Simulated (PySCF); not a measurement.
Structure problem from calculated spectra and properties.

Formula: C2H8OSi2.

| Quantity | Value |
| --- | --- |
| XPS | Si2p3/2 107.2 (×2), C1s 290.3 (×2), O1s 537.5, Si1s 1847.0 (×2) eV [ΔSCF SCAN, pcX-2 on the ionised atom, pcseg-1 elsewhere, spin-free X2C, 2p3/2 from a spin–orbit splitting computed afterwards within the 2p shell] |
| NMR, other nuclei | isotropic shieldings of nuclei other than C and H, by class: 287 (1 O), 352 (2 Si) ppm [GIAO B97-2/pcSseg-2] |
| 13C NMR | chemical shifts (computed TMS as zero) by class: 9.0 (2 C) ppm [GIAO B97-2/pcSseg-2] |
| 1H NMR | chemical shifts (computed TMS as zero) by class: 4.97 (4 H), 1.06 (4 H) ppm [GIAO B97-2/pcSseg-2] |
| Rotational structure | rotational constants A, B, C: 4.776, 3.128, 2.068 GHz [PBE0-D3(BJ)/def2-SVP] |
| Dipole | 1.89 D [B97-2/pcSseg-2] |

Electronic properties: PySCF, gas phase, density fitting. Levels stand in brackets. Isolated species at its PBE0-D3(BJ)/def2-SVP geometry (one conformer only). NMR values are class means; diastereotopic atoms form classes of their own.

Question: Give a SMILES that accounts for the data.

Answer: Numbering: `[CH2:1]1[CH2:2][SiH2:3][O:4][SiH2:5]1`. Its formula, C2H8OSi2, gives 1 degree of unsaturation: 1 ring and 0 π bonds in the structure found. 2 carbons fall into 1 class: ring sp3 carbon bound to silicon [C1/C2] (9.0 ppm, 2 C). Hydrogen classes from least to most shielded: 4 H on 2 oxygen-bound silicons, Si3/Si5 (4.97 ppm), 4 H on 2 like atoms (sp3 carbon bound to silicon), C1/C2 (1.06 ppm). The other shieldings belong to: 287 ppm, siloxane oxygen [O4]; 352 ppm, oxygen-bound silicon [Si3/Si5]. The core levels belong to: Si2p3/2 107.2 eV, oxygen-bound silicon [Si3/Si5]; C1s 290.3 eV, sp3 carbon bound to silicon [C1/C2]; O1s 537.5 eV, siloxane oxygen [O4]; Si1s 1847.0 eV, oxygen-bound silicon [Si3/Si5]. The optimised geometry has point group C2 and is an asymmetric top. Structure: `C1C[SiH2]O[SiH2]1`. Computed isomers that give other values at the same levels: `CC(=O)[SiH2][SiH3]` (core binding energies: Si2p3/2 106.5, Si2p3/2 106.6, C1s 291.1, C1s 292.9, O1s 537.6, Si1s 1846.2, Si1s 1846.3 eV); `[SiH3]O[SiH]1CC1` (rotational constant A: 7.209 GHz; this holds for the one conformer computed). The assignments are read from this structure; whether some other isomer fits the data as well wasn't checked.
